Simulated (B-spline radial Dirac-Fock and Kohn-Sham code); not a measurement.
## What relativity does to the binding energies of Pb⁵¹⁺

System: Pb⁵¹⁺ in the configuration 1s2 2s2 2p6 3s2 3p6 3d10 4s2 4p1.

Both columns are ΔSCF binding energies of the configuration average from an atomic code on a B-spline grid: non-relativistic Hartree-Fock with a point nucleus, and Dirac-Fock with a finite nucleus and the Coulomb interaction alone, averaged over the two j levels with weights 2j+1.

| shell | Hartree-Fock (eV) | Dirac-Fock (eV) | shift (eV) | shift (%) |
| --- | --- | --- | --- | --- |
| 1s | 82322.0 | 91351.0 | +9029.00 | +10.97 |
| 2s | 16267.0 | 18738.0 | +2471.04 | +15.19 |
| 2p | 15752.9 | 16613.7 | +860.76 | +5.46 |
| 3s | 5861.6 | 6529.9 | +668.32 | +11.40 |
| 3p | 5622.6 | 5894.7 | +272.13 | +4.84 |
| 3d | 5196.6 | 5202.7 | +6.10 | +0.12 |
| 4s | 2912.5 | 3153.2 | +240.78 | +8.27 |
| 4p | 2820.0 | 2926.1 | +106.14 | +3.76 |

Relativity binds 1s, 2s, 2p, 3s, 3p, 3d, 4s, 4p more strongly, among those listed most of all 2s in relative terms.

Values without a named source are computed, but for edge energies of neutral atoms, which are taken from tables.
